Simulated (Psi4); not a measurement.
C2H5O, charge -1, singlet, geometry from GFN2-xTB (a gas-phase anion, which may not be bound at this level); CAM-B3LYP/6-311G** in Psi4.

Input for Psi4:
```
memory 2 GB

molecule {
-1 1
C     1.14079889   -0.41047783   -0.00910137
C    -0.15104036    0.49608328   -0.00011144
O    -1.28599144   -0.12785782    0.01201976
H     0.01912236    1.20779716    0.90182864
H     0.00273178    1.20239996   -0.90920924
H     2.05088849    0.19671438   -0.01914757
H     1.14631297   -1.04620846    0.87611273
H     1.13032475   -1.05147317   -0.89046572
}

set {
  basis 6-311g**
}

energy('cam-b3lyp')
print_variables()
```

It wrote (shortened):

```
   => Loading Basis Set <=

    Name: 6-311G**
    Role: ORBITAL
    Keyword: BASIS

         ---------------------------------------------------------
                                   SCF
               by Justin Turney, Rob Parrish, Andy Simmonett
                          and Daniel G. A. Smith
                              RKS Reference
         ---------------------------------------------------------

  ==> Geometry <==

    Molecular point group: c1
    Full point group: C1

    Geometry (in Angstrom), charge = -1, multiplicity = 1:

       Center              X                  Y                   Z               Mass
    ------------   -----------------  -----------------  -----------------  -----------------
         C            1.236477770994    -0.399273085619    -0.010000695460    12.000000000000
         C           -0.055361479006     0.507288024381    -0.001010765460    12.000000000000
         O           -1.190312559006    -0.116653075619     0.011120434540    15.994914619570
         H            0.114801240994     1.219001904381     0.900929314540     1.007825032230
         H            0.098410660994     1.213604704381    -0.910108565460     1.007825032230
         H            2.146567370994     0.207919124381    -0.020046895460     1.007825032230
         H            1.241991850994    -1.035003715619     0.875213404540     1.007825032230
         H            1.226003630994    -1.040268425619    -0.891365045460     1.007825032230

  Running in c1 symmetry.

  Rotational constants: A =      1.32211  B =      0.31867  C =      0.28476 [cm^-1]
  Rotational constants: A =  39635.74302  B =   9553.35605  C =   8536.81674 [MHz]
  Nuclear repulsion =   74.346467934987842

  Charge       = -1
  Multiplicity = 1
  Electrons    = 26
  Nalpha       = 13
  Nbeta        = 13

  ==> Algorithm <==

  SCF Algorithm Type is DF.
  DIIS enabled.
  MOM disabled.
  Fractional occupation disabled.
  Guess Type is SAD.
  Energy threshold   = 1.00e-06
  Density threshold  = 1.00e-06
  Integral threshold = 1.00e-12

  ==> Primary Basis <==

  Basis Set: 6-311G**
    Blend: 6-311G**
    Number of shells: 44
    Number of basis functions: 84
    Number of Cartesian functions: 87
    Spherical Harmonics?: true
    Max angular momentum: 2

  ==> DFT Potential <==

   => LibXC <=

    Version 7.1.2
    S. Lehtola, C. Steigemann, M. J. T. Oliveira, and M. A. L. Marques,  SoftwareX 7, 1–5 (2018) (10.1016/j.softx.2017.11.002)

   => Composite Functional: CAM-B3LYP <=

    CAM-B3LYP Hyb-GGA Exchange-Correlation Functional

    T. Yanai, D. P. Tew, and N. C. Handy,  Chem. Phys. Lett. 393, 51 (2004) (10.1016/j.cplett.2004.06.011)

    Deriv               =              1
    GGA                 =           TRUE
    Meta                =          FALSE

    Exchange Hybrid     =           TRUE
    MP2 Hybrid          =          FALSE

   => Exchange Functionals <=

    0.3500         Becke 88 [omega = 0.3300]
    0.4600   Short-range recipe for B88 functional - erf [omega = 0.3300]

   => Exact (HF) Exchange <=

    0.4600            HF,LR [omega = 0.3300]
    0.1900               HF

   => Correlation Functionals <=

    0.1900   Vosko, Wilk & Nusair (VWN5)
    0.8100   Lee, Yang & Parr

   => LibXC Density Thresholds  <==

    XC_HYB_GGA_XC_CAM_B3LYP:  1.00E-14

   => Molecular Quadrature <=

    Radial Scheme          =       TREUTLER
    Pruning Scheme         =           NONE
    Nuclear Scheme         =       TREUTLER

    Blocking Scheme        =         OCTREE
    BS radius alpha        =              1
    Pruning alpha          =              1
    Radial Points          =             75
    Spherical Points       =            302
    Total Points           =         173021
    Total Blocks           =           1351
    Max Points             =            256
    Max Functions          =             84
    Weights Tolerance      =       1.00E-15

   => Loading Basis Set <=

    Name: (6-311G** AUX)
    Role: JKFIT
[...]
    K tasked:                   Yes
    wK tasked:                  Yes
    Omega:                3.300E-01
    Algorithm:                 Core
    Schwarz Cutoff:           1E-12
    Mask sparsity (%):       0.3118
    Fitting Condition:        1E-10

   => Auxiliary Basis Set <=

  Basis Set: (6-311G** AUX)
    Blend: CC-PVTZ-JKFIT
    Number of shells: 125
    Number of basis functions: 387
    Number of Cartesian functions: 463
    Spherical Harmonics?: true
    Max angular momentum: 4

  Minimum eigenvalue in the overlap matrix is 3.7642593616E-03.
  Reciprocal condition number of the overlap matrix is 5.9199574945E-04.
    Using symmetric orthogonalization.

  ==> Pre-Iterations <==

  SCF Guess: Superposition of Atomic Densities via on-the-fly atomic UHF (no occupation information).

   -------------------------
    Irrep   Nso     Nmo
   -------------------------
     A         84      84
   -------------------------
    Total      84      84
   -------------------------

  ==> Iterations <==

                           Total Energy        Delta E     RMS |[F,P]|

   @DF-RKS iter SAD:  -153.67496849259993   -1.53675e+02   0.00000e+00
   @DF-RKS iter   1:  -153.97772665952922   -3.02758e-01   1.10185e-02 ADIIS/DIIS
   @DF-RKS iter   2:  -152.95608930099667    1.02164e+00   1.99705e-02 ADIIS/DIIS
   @DF-RKS iter   3:  -154.33218774223599   -1.37610e+00   3.63239e-03 ADIIS/DIIS
   @DF-RKS iter   4:  -154.36997451818260   -3.77868e-02   1.30778e-03 ADIIS/DIIS
   @DF-RKS iter   5:  -154.37528477409566   -5.31026e-03   1.85741e-04 ADIIS/DIIS
   @DF-RKS iter   6:  -154.37540902568469   -1.24252e-04   8.28260e-05 DIIS
   @DF-RKS iter   7:  -154.37543085749772   -2.18318e-05   2.04869e-05 DIIS
   @DF-RKS iter   8:  -154.37543313459199   -2.27709e-06   3.43085e-06 DIIS
   @DF-RKS iter   9:  -154.37543329181187   -1.57220e-07   1.08525e-06 DIIS
   @DF-RKS iter  10:  -154.37543330962347   -1.78116e-08   2.97596e-07 DIIS
  Energy and wave function converged.

  ==> Post-Iterations <==

   Electrons on quadrature grid:
      Ntotal   =   26.0000143491 ; deviation = 1.435e-05

    Orbital Energies [Eh]
    ---------------------

    Doubly Occupied:

[...]
      13A     -0.006415

    Virtual:

[...]
    Final Occupation by Irrep:
              A
    DOCC [    13 ]
    NA   [    13 ]
    NB   [    13 ]

  @DF-RKS Final Energy:  -154.37543330962347

   => Energetics <=

    Nuclear Repulsion Energy =             74.3464679349878423
    One-Electron Energy =                -363.0987605846737551
    Two-Electron Energy =                 149.9431218036260418
    DFT Exchange-Correlation Energy =     -15.5662624635636142
    Empirical Dispersion Energy =           0.0000000000000000
    VV10 Nonlocal Energy =                  0.0000000000000000
    Total Energy =                       -154.3754333096234745

Computation Completed

Properties will be evaluated at   0.000000,   0.000000,   0.000000 [a0]

Properties computed using the SCF density matrix

 Multipole Moments:

 ------------------------------------------------------------------------------------
     Multipole            Electronic (a.u.)      Nuclear  (a.u.)        Total (a.u.)
 ------------------------------------------------------------------------------------

 L = 1.  Multiply by 2.5417464519 to convert [e a0] to [Debye]
 Dipole X            :         -3.4478889            4.5201720            1.0722832
 Dipole Y            :         -0.6424966            0.5293475           -0.1131491
 Dipole Z            :          0.0331195           -0.0424869           -0.0093674
 Magnitude           :                                                    1.0782772

 ------------------------------------------------------------------------------------

  Variable Map:
  ----------------------------------------------------------------------------
[...]
  Array Variable Map:
  ----------------------------------------------------------------------------
[...]
[...]
```
